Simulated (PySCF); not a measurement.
# Dipole moment and polarisability of `N#C[C@@H]1CO[C@@H](F)[C@@H](F)O1`

Compound: C₅H₅F₂NO₂.
Structure used (PBE0-D3(BJ)/def2-SVP), in Å, numbered top down from 1:
```xyz
15
C5H5F2NO2 angstrom
N      3.3731   -0.1840   -0.0155
C      2.2790   -0.2031   -0.3879
C      0.8975   -0.2062   -0.8868
C      0.1934    1.1111   -0.5589
O     -0.0646    1.1296    0.8215
C     -0.9356    0.1515    1.2400
F     -2.1941    0.6514    1.3758
C     -0.9986   -1.0392    0.2658
F     -1.9223   -0.7738   -0.7103
O      0.2248   -1.3089   -0.2951
H      0.9314   -0.3528   -1.9807
H     -0.7357    1.1940   -1.1448
H      0.8438    1.9635   -0.7919
H     -0.5930   -0.1890    2.2307
H     -1.3146   -1.9545    0.7877
```

Level: B3LYP/def2-SVPD (PySCF), static field, nuclei fixed, core orbitals frozen in the response. The polarisability tensor in these axes (au):

```
x   83.53  1.30 -2.36
y    1.30 60.93 -1.97
z   -2.36 -1.97 63.36
```

Q: Diagonalise the tensor; give its mean and Δα, where Δα² is half the sum of the squared differences of the eigenvalues.

A: Principal values 59.83, 64.08 and 83.90 au; mean 69.27 au = 10.27 Å³ = 11.42 × 10⁻⁴⁰ C²·m²/J; Δα = 22.25 au (32 % of the mean).

Q: What is the dipole moment, and where does it point?

A: (-1.65, -0.15, -1.25) D, 2.07 D in size, pointing from the negative to the positive side. Measured along this direction, the outermost atoms are N1 at the negative end and F9 at the positive end.

Q: Find the Langevin capture rate constant for NO+ (29.998 u) meeting this molecule (149.029 u), k = 2.342 × 10⁻⁹ cm³/s × √(α in Å³ / reduced mass in u).

A: The reduced mass is 24.97 u, so k = 1.50 × 10⁻⁹ cm³/s. The formula leaves out the permanent dipole, which adds to the capture rate.

Q: Refractivity n − 1 of an ideal gas of it at 298.15 K and 1 atm, from the electronic α?

A: N = p/kT = 2.4615 × 10¹⁹ cm⁻³, so n − 1 = 2π × N × 10.27 × 10⁻²⁴ cm³ = 1588 × 10⁻⁶ at long wavelengths.

Q: Estimate the molar refractivity from the static electronic polarisability.

A: Lorentz–Lorenz: R = (4π/3)N_A α = 2.5225 cm³/(mol·Å³) × 10.27 Å³ = 25.9 cm³/mol, in the limit of long wavelengths.

Q: In a dilute gas of rigid molecules at 298 K, how does the orientational term μ²/3kT compare with the electronic polarisability?

A: In Gaussian units μ²/3kT = 34.73 Å³ against 10.27 Å³, a ratio of 3.38; the Debye molar polarisation (4π/3)N_A(α + μ²/3kT) is 113.5 cm³/mol, leaving out the vibrational part.

Q: Sum over states: ᾱ = Σ f/ω², ω in Eh. What share falls to these 6 lowest TDDFT singlets (eV, f)? 7.17, 0.0062; 7.55, 0.0095; 7.64, 0.0018; 7.74, 0.0144; 7.86, 0.0084; 7.94, 0.0060.

A: They add up to 0.58 au, 0.8 % of the 69.27 au; the largest single term is 0.18 au, from the state at 7.74 eV. Terms in order: 0.09, 0.12, 0.02, 0.18, 0.10, 0.07 au. Higher excitations give the rest. The strengths listed sum to 0.046.

Geometry: PBE0-D3(BJ)/def2-SVP, one conformer, isolated molecule.
